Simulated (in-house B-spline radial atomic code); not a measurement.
RPA and G0W0 on Hartree-Fock: the tellurium ion Te⁵⁺

Configuration [Kr] 4d10 5s1, highest spin, mean-field start Hartree-Fock. Computed with a B-spline radial code for spherical atoms: all electrons, scalar-relativistic (spin-free one-electron X2C), finite nucleus, each spin shell either full or empty, empty states to l = 9 with an (l + 1/2)⁻⁴ tail; G0W0 by contour deformation at full frequency.

Command:
```bash
python run_gw.py task.json out
```
Settings (radii: box in bohr, nucleus in fm):
```
Z                        52
electrons                47
configuration            [Kr] 4d10 5s1
hamiltonian              x2c
method                   hf
lmax                     9
rms_radius               4.7423
spin_polarised           True
box_radius               10.43
intervals                67
ion_configuration        [Kr] 4d10
```

Cost of the run: 13 s on 1 thread of Arm Neoverse N1, with other jobs on the host.

Energies (hartree):

```tsv
term	value
mean-field total	-6785.60831
Hartree-Fock functional on these orbitals	-6785.60831
direct second order	-3.8607
second-order exchange	1.0789
SOSEX correction	1.0232
```

(1) What is the RPA correlation energy, and what remains with SOSEX?

Quasi-particle levels (eV):

```json
{"level": "5s up", "occupied": "yes", "mean field": "-69.18", "Σx - vxc": "0.00", "Σc": "?", "QP weight": "?", "G0W0": "?"}
{"level": "4d down", "occupied": "yes", "mean field": "-110.04", "Σx - vxc": "0.00", "Σc": "-0.01", "QP weight": "0.969", "G0W0": "-110.05"}
{"level": "4d up", "occupied": "yes", "mean field": "-110.36", "Σx - vxc": "0.00", "Σc": "-0.02", "QP weight": "0.951", "G0W0": "-110.38"}
{"level": "5s down", "occupied": "no", "mean field": "-56.01", "Σx - vxc": "0.00", "Σc": "-2.26", "QP weight": "0.978", "G0W0": "-58.27"}
```

G0W0 = mean field + (Σx - vxc) + Σc, with Σc (partial-wave tail included) taken at the quasi-particle energy. Only the outer levels were computed. Levels of low weight are left out.

(2) Where does G0W0 put 5s up?

(3) What does it cost to remove one electron (to [Kr] 4d10) by differences of total energies, each species on its own start (correlation terms add to the Hartree-Fock functional)?

Answers

(1) RPA gives -3.4989 hartree (-2.03 eV per electron); RPA + SOSEX gives -2.4757, and the second-order doubles (MP2) -2.7818 hartree. SOSEX takes back 29 % of the RPA value.

(2) At -71.07 eV, with Σc = -1.89 eV and a quasi-particle weight of 0.981. The tabulated removal energy is 69.1 ± 2 eV (NIST, tabulated theory); the calculation leaves out spin-orbit coupling, Breit and QED terms, and what these don't explain is the method's own error.

(3) Hartree-Fock functional 69.02 eV, + RPA 70.84 eV, + RPA + SOSEX 70.31 eV, + second order 70.93 eV. Tabulated: 69.1 ± 2 eV (NIST, tabulated theory); the calculation leaves out spin-orbit coupling, Breit and QED terms, and what these don't explain is the method's own error.
